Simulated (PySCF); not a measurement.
Vibration and rotation of TeS⁺

UHF-CCSD(T) constants of TeS⁺, ²Π (doublet), unpaired electrons π ↑ (basis Te x2c-SVPall, S x2c-SVPall; spin-free X2C with a Gaussian nucleus; PySCF 2.14; masses 129.9062 and 31.9721 u):

- ωe: 474.3 cm⁻¹
- ωexe: 2.48 cm⁻¹
- Be: 0.1327 cm⁻¹
- αe: 0.000631 cm⁻¹
- D (centrifugal): 4.16e-08 cm⁻¹
- De to Te⁺ + S: 2.59 eV

(1) Give the vibrational terms G(v) and spacings up to v = 6.

(2) How well does the Morse estimate ωe²/(4ωexe) reproduce De, and what is D0?

Correlated steps freeze 23 core orbitals. Correlated levels converge slowly with the basis: in double zeta they bind strong bonds too weakly, by up to about 1 eV, and carry superposition errors of some tenths. These are scalar-relativistic numbers at best; spin–orbit coupling would shift them, the dissociation energy most. For an ion De counts to the pair picked by the measured ionisation energies or electron affinities, which need not be the lowest pair at this level. The state was picked by a PBE0 search and need not be the measured ground state.

Results:

(1) G(v) = ωe(v+½) − ωexe(v+½)².

| v | G(v) (cm⁻¹) | G(v) − G(v−1) | Bv (cm⁻¹) |
| --- | --- | --- | --- |
| 0 | 236.5 |  | 0.1324 |
| 1 | 705.9 | 469.3 | 0.1318 |
| 2 | 1170.2 | 464.4 | 0.1311 |
| 3 | 1629.7 | 459.4 | 0.1305 |
| 4 | 2084.1 | 454.5 | 0.1299 |
| 5 | 2533.6 | 449.5 | 0.1292 |
| 6 | 2978.2 | 444.5 | 0.1286 |

(2) It gives 2.81 eV, 109 % of the computed De. D0 = De − G(0) = 2.59 − 0.03 = 2.56 eV.
